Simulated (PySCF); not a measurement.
CH3 (SMILES [CH3]), doublet, geometry from GFN2-xTB; PBE0/aug-cc-pVDZ run with PySCF.

Input for PySCF:
```python
from pyscf import gto, scf, dft

mol = gto.Mole()
mol.atom = '''
    C     0.00000000   -0.00000000    0.00000000
    H    -0.02827582    1.06704109   -0.00728260
    H     0.93823542   -0.50900640    0.00748446
    H    -0.90995960   -0.55803469   -0.00020186
'''
mol.basis = 'aug-cc-pvdz'
mol.spin = 1
mol.verbose = 4
mol.build()

mf = dft.UKS(mol)
mf.xc = 'pbe0'
mf.kernel()
mf.analyze()
```

Predict the main parts of the log of this PySCF run.


```
PySCF version 2.14.0

[INPUT] verbose = 4
[INPUT] num. atoms = 4
[INPUT] num. electrons = 9
[INPUT] charge = 0
[INPUT] spin (= nelec alpha-beta = 2S) = 1
[INPUT] symmetry False subgroup None
[INPUT] Mole.unit = angstrom
[INPUT] Symbol           X                Y                Z      unit          X                Y                Z       unit  Magmom
[INPUT]  1 C      0.000000000000   0.000000000000   0.000000000000 AA    0.000000000000   0.000000000000   0.000000000000 Bohr   0.0
[INPUT]  2 H     -0.028275820000   1.067041090000  -0.007282600000 AA   -0.053433555747   2.016415423757  -0.013762119475 Bohr   0.0
[INPUT]  3 H      0.938235420000  -0.509006400000   0.007484460000 AA    1.773007984166  -0.961882691651   0.014143579590 Bohr   0.0
[INPUT]  4 H     -0.909959600000  -0.558034690000  -0.000201860000 AA   -1.719574428419  -1.054532732107  -0.000381460116 Bohr   0.0

nuclear repulsion = 9.78204549893861
number of shells = 23
number of NR pGTOs = 68
number of NR cGTOs = 50
basis = aug-cc-pvdz
ecp = {}

******** <class 'pyscf.dft.uks.UKS'> ********
method = UKS
initial guess = minao
damping factor = 0
level_shift factor = 0
DIIS = <class 'pyscf.scf.diis.CDIIS'>
diis_start_cycle = 1
diis_space = 8
diis_damp = 0
SCF conv_tol = 1e-09
SCF conv_tol_grad = None
SCF max_cycles = 50
direct_scf = True
direct_scf_tol = 1e-13
number electrons alpha = 5  beta = 4
XC library pyscf.dft.libxc version 7.1.2
    S. Lehtola, C. Steigemann, M. J. T. Oliveira, and M. A. L. Marques,  SoftwareX 7, 1–5 (2018)
XC functionals = pbe0
    C. Adamo and V. Barone,  J. Chem. Phys. 110, 6158 (1999)
    M. Ernzerhof and G. E. Scuseria,  J. Chem. Phys. 110, 5029 (1999)
radial grids:
    Treutler-Ahlrichs [JCP 102, 346 (1995); DOI:10.1063/1.469408] (M4) radial grids

becke partition: Becke, JCP 88, 2547 (1988); DOI:10.1063/1.454033
pruning grids: <function nwchem_prune>
grids dens level: 3
symmetrized grids: False
atomic radii adjust function: <function treutler_atomic_radii_adjust>
small_rho_cutoff = 0
Set gradient conv threshold to 3.16228e-05
tot grids = 43544
init E= -39.6214462490126

cycle= 1 E= -39.7792699976776  delta_E= -0.158  |g|= 0.103  |ddm|= 1.62
cycle= 2 E= -39.7820604090447  delta_E= -0.00279  |g|= 0.0826  |ddm|= 0.18
cycle= 3 E= -39.7859453938593  delta_E= -0.00388  |g|= 0.0106  |ddm|= 0.0737
cycle= 4 E= -39.7860436565667  delta_E= -9.83e-05  |g|= 0.00175  |ddm|= 0.0162
cycle= 5 E= -39.7860489188805  delta_E= -5.26e-06  |g|= 0.000217  |ddm|= 0.00473
cycle= 6 E= -39.7860489910319  delta_E= -7.22e-08  |g|= 1.64e-05  |ddm|= 0.000499
cycle= 7 E= -39.7860489915372  delta_E= -5.05e-10  |g|= 1.68e-06  |ddm|= 4.4e-05
Extra cycle  E= -39.7860489915394  delta_E= -2.25e-12  |g|= 1.04e-06  |ddm|= 3.85e-06
converged SCF energy = -39.7860489915394  <S^2> = 0.75417775  2S+1 = 2.0041734
**** SCF Summaries ****
Total Energy =                         -39.786048991539403
Nuclear Repulsion Energy =               9.782045498938610
One-electron Energy =                  -71.809427480738890
Two-electron Energy =                   22.241332990260879
Two-electron Coulomb Energy =           28.689749694433377
DFT Exchange-Correlation Energy =       -6.448416704172499
**** MO energy ****
                             alpha | beta                alpha | beta
MO #1   energy= -10.242447221973   | -10.2269919041352  occ= 1 | 1
MO #2   energy= -0.714537354780536 | -0.66861990644222  occ= 1 | 1
MO #3   energy= -0.437191764511911 | -0.425934640641502 occ= 1 | 1
MO #4   energy= -0.437191636798192 | -0.4259345024483   occ= 1 | 1
MO #5   energy= -0.249973508524068 | -0.0602065596584969 occ= 1 | 0
MO #6   energy= 0.00215348327063358 | 0.0100525975547723 occ= 0 | 0
MO #7   energy= 0.0364689529457887 | 0.0399761363039914 occ= 0 | 0
MO #8   energy= 0.036469085919258  | 0.0399763057122805 occ= 0 | 0
MO #9   energy= 0.0684853291641181 | 0.103428069852353  occ= 0 | 0
MO #10  energy= 0.107652549379005  | 0.111859183547089  occ= 0 | 0
MO #11  energy= 0.107653953234394  | 0.111859911461317  occ= 0 | 0
MO #12  energy= 0.121061987115019  | 0.131250984782362  occ= 0 | 0
MO #13  energy= 0.183009657368354  | 0.186886323906681  occ= 0 | 0

To work with the spin densities directly, `use mulliken_meta_spin()` only printing them here.

 ** Mulliken spin pop alpha/beta on meta-lowdin orthogonal AOs **
 ** Mulliken Spin Density (per AO)  **
spin_pop of  0 C 1s       -0.00001
spin_pop of  0 C 2s        0.04735
spin_pop of  0 C 3s       -0.00066
spin_pop of  0 C 4s        0.00002
spin_pop of  0 C 2px       0.02131
spin_pop of  0 C 2py       0.02133
spin_pop of  0 C 2pz       0.98096
spin_pop of  0 C 3px      -0.00033
spin_pop of  0 C 3py      -0.00033
spin_pop of  0 C 3pz       0.01010
spin_pop of  0 C 4px       0.00001
spin_pop of  0 C 4py       0.00001
spin_pop of  0 C 4pz       0.00157
spin_pop of  0 C 3dxy      0.00006
spin_pop of  0 C 3dyz     -0.00000
spin_pop of  0 C 3dz^2    -0.00143
spin_pop of  0 C 3dxz     -0.00000
spin_pop of  0 C 3dx2-y2    0.00006
spin_pop of  0 C 4dxy     -0.00004
spin_pop of  0 C 4dyz     -0.00000
spin_pop of  0 C 4dz^2    -0.00003
spin_pop of  0 C 4dxz     -0.00000
spin_pop of  0 C 4dx2-y2   -0.00004
spin_pop of  1 H 1s       -0.02896
spin_pop of  1 H 2s       -0.00027
spin_pop of  1 H 3s        0.00010
spin_pop of  1 H 2px       0.00004
spin_pop of  1 H 2py       0.00005
spin_pop of  1 H 2pz       0.00177
spin_pop of  1 H 3px       0.00002
spin_pop of  1 H 3py      -0.00006
spin_pop of  1 H 3pz       0.00066
spin_pop of  2 H 1s       -0.02896
spin_pop of  2 H 2s       -0.00027
spin_pop of  2 H 3s        0.00010
spin_pop of  2 H 2px       0.00005
spin_pop of  2 H 2py       0.00004
spin_pop of  2 H 2pz       0.00177
spin_pop of  2 H 3px      -0.00004
spin_pop of  2 H 3py       0.00000
spin_pop of  2 H 3pz       0.00066
spin_pop of  3 H 1s       -0.02896
spin_pop of  3 H 2s       -0.00027
spin_pop of  3 H 3s        0.00010
spin_pop of  3 H 2px       0.00005
spin_pop of  3 H 2py       0.00004
spin_pop of  3 H 2pz       0.00177
spin_pop of  3 H 3px      -0.00004
spin_pop of  3 H 3py      -0.00000
spin_pop of  3 H 3pz       0.00066
 ** Mulliken Spin Density (per atom)  **
spin density of  0 C =      1.07992
spin density of  1 H =     -0.02664
spin density of  2 H =     -0.02664
spin density of  3 H =     -0.02664
 ** Mulliken pop alpha/beta on meta-lowdin orthogonal AOs **
 ** Mulliken pop       alpha | beta **
In total             5.00000 | 4.00000
 ** Mulliken atomic charges   ( Nelec_alpha | Nelec_beta ) **
charge of  0C =     -0.38150  (     3.73071      2.65079 )
charge of  1H =      0.12717  (     0.42310      0.44974 )
charge of  2H =      0.12717  (     0.42310      0.44974 )
charge of  3H =      0.12717  (     0.42310      0.44974 )
Dipole moment(X, Y, Z, Debye): -0.00000, -0.00000,  0.00000
```
